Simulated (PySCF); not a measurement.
C₅H₇FNP.
Structure used (PBE0-D3(BJ)/def2-SVP), in Å, numbered top down from 1:
```
atom  x, y, z in Å
C1     4.035    0.044    0.961
C2     2.831   -0.054    1.122
P3     1.140   -0.193    1.585
C4     0.453   -0.221   -0.012
F5     1.176   -0.047   -1.104
N6    -0.855   -0.410   -0.276
C7    -1.753   -0.593    0.836
C8    -1.427   -0.113   -1.571
H9     5.094    0.127    0.804
H10   -2.706   -0.994    0.469
H11   -1.315   -1.306    1.553
H12   -1.942    0.354    1.374
H13   -1.896    0.887   -1.587
H14   -2.196   -0.862   -1.812
H15   -0.652   -0.148   -2.343
```

Level: PBE0/pcSseg-1 in PySCF, non-relativistic, on one gas-phase PBE0-D3(BJ)/def2-SVP geometry that isn't relaxed in the solvent. The solvent is an IEF-PCM continuum (Bondi radii, 1.10 Å for H, scaled by 1.2). The model holds no explicit solvent molecules, cavitation or dispersion.

| run | E − E(gas) (kcal/mol) | HOMO (eV) | HOMO–LUMO gap (eV) | dipole (D) |
| --- | --- | --- | --- | --- |
| gas | 0.00 | -5.61 | 4.85 | 4.56 |
| P | -5.79 | -5.78 | 4.90 | 5.94 |
| Q | -8.05 | -5.86 | 4.92 | 6.47 |

**Question.** The runs were made in chloroform and methanol. Which run belongs to which solvent?

**Answer.** P = chloroform, Q = methanol. The dielectric constants are 4.711 (chloroform), 32.61 (methanol), and the energy falls further as ε rises. In this model the ground state sees the solvent through ε alone.

**Question.** How constant is the ratio of the lowering to (ε − 1)/(2ε + 1)?

**Answer.** 
```
   solvent  (ε − 1)/(2ε + 1)  E − E(gas) (kcal/mol)  ratio (kcal/mol)  polarisation term (kcal/mol)
chloroform             0.356                  -5.79             -16.3                         -6.88
  methanol             0.477                  -8.05             -16.9                        -10.20
```

The ratio changes by +3.7 % in size from chloroform to methanol. The polarisation term is half the interaction of the solute with the induced surface charges.
